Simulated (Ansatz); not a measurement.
System: BH2, charge 0, multiplicity 2. 
Coordinates optimised at B3LYP-D3(BJ)/def2-TZVP (Ansatz, a program for electronic structure):
SMILES: [BH2]
```xyz
3

B      0.1441    -0.0062    -0.0077
H     -0.4073    -1.0572    -0.0004
H     -0.3134     1.0880     0.0389
```
Charge 0, spin multiplicity 2.

Basis-set convergence of Hartree-Fock and MP2 correlation energies (hartree) with Ansatz. Valence correlation only, unless marked. Open shells are spin-unrestricted. No spin-orbit coupling. Non-relativistic.

| basis | functions | E(HF) | E(corr, MP2) |
|---|---|---|---|
| def2-SVP | 24 | -25.73099 | -0.06643 |
| def2-TZVPP | 59 | -25.76083 | -0.08224 |
| def2-QZVPP | 117 | -25.76223 | -0.08754 |

Extrapolating the two largest sets (X = 3 and 4) as X^-3: E(corr) = (64·(-0.08754) - 27·(-0.08224))/37 = -0.0914 Eh, an estimate of the basis-set limit. The largest set recovers 95.8 % of it, the smallest 72.7 %.
